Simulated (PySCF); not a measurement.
Radial density of I⁺ (iodine, charge +1)

B2PLYP, [Kr] 4d10 5s2 5p4, high-spin 3P determinant. All numbers are calculated (PySCF 2.14, scalar relativity by spin-free X2C-1e, in x2c-QZVPPall).

```tsv
r (bohr)	4πr²ρ (e/bohr)	4πr²(ρα − ρβ)
0.0289	62.46	0.0206
0.0487	65.47	0.0466
0.0818	89.03	0.0292
0.138	66.13	-0.0008
0.232	74.42	0.0974
0.389	37.09	0.0076
0.655	27.94	0.2176
1.10	13.32	0.0675
1.85	4.350	1.1478
3.12	1.157	0.4499
5.24	0.03528	0.0125
8.82	6.758e-05	0.0000
```

Densities and radii are taken from the X2C orbitals without a picture-change correction, which distorts them close to the nucleus.
